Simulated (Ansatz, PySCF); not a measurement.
Process, species as SMILES: C/C=C\C#N + 3 C (CH4) → C#N (CHN) + C=C (C2H4) [ethene] + 2 CC (C2H6) [ethane]
Each molecule is optimised on its own at B3LYP-D3(BJ)/def2-TZVP (Ansatz, a quantum-chemistry and plane-wave program). Unstable Hartree-Fock reference: C/C=C\C#N.
Geometry of the first species:
SMILES: C/C=C\C#N
```xyz
10

C     -1.8122    -0.0744     0.0629
C     -0.6993    -1.0628     0.0570
C      0.6056    -0.7788     0.0044
C      1.1118     0.5510    -0.0546
N      1.5346     1.6227    -0.1026
H     -1.4497     0.9516     0.0183
H     -2.4782    -0.2482    -0.7869
H     -2.4197    -0.1928     0.9645
H     -0.9762    -2.1110     0.0994
H      1.3467    -1.5680     0.0047
```

Wanted: bond separation energy (enthalpy at 298 K, with B3LYP-D3(BJ) rigid-rotor harmonic-oscillator terms from PySCF), in kcal/mol. Cores are frozen in the correlated levels unless marked. No spin-orbit coupling. No relativistic terms. Basis-set limits of correlation are two-point, X^-3; Hartree-Fock from the larger set. The bracket is a focal-point correction in the basis named.

```tsv
level	program	bond separation energy (kcal/mol)
HF-D4/def2-TZVPD	PySCF + dftd4	20.1
PBE-D3(BJ)/def2-TZVPD	Ansatz + dftd3	25.5
PBE-D4/def2-TZVPD	Ansatz + dftd4	25.6
BLYP/def2-TZVPD	Ansatz	23.5
r2SCAN-D4/def2-TZVPD	Ansatz + dftd4	25.9
PBE0/def2-SVP	Ansatz	?
TPSSh-D3(BJ)/def2-TZVPD	PySCF + dftd3	24.3
r2SCANh-D4/def2-TZVPD	Ansatz + dftd4	25.4
LC-wPBE-D4/def2-TZVPD	Ansatz + dftd4	?
wB97M-V/def2-TZVPD	Ansatz	?
B2PLYP-D4/def2-TZVPD	Ansatz + dftd4	?
SCS-MP2/cc-pVDZ	Ansatz	20.0
SCS-MP2/cc-pwCVTZ	Ansatz	21.1
CCSD(T) with core electrons/cc-pwCVTZ	Ansatz	21.1
RI-MP2/CBS(cc-pVTZ,cc-pVQZ)+[CCSD(T)-MP2]/cc-pVTZ	Ansatz	21.0
```

Problem. Complete the blanks.

Solution. 
- PBE0/def2-SVP, bond separation energy (kcal/mol): 24.0
- LC-wPBE-D4/def2-TZVPD, bond separation energy (kcal/mol): 22.5
- wB97M-V/def2-TZVPD, bond separation energy (kcal/mol): 21.5
- B2PLYP-D4/def2-TZVPD, bond separation energy (kcal/mol): 23.2
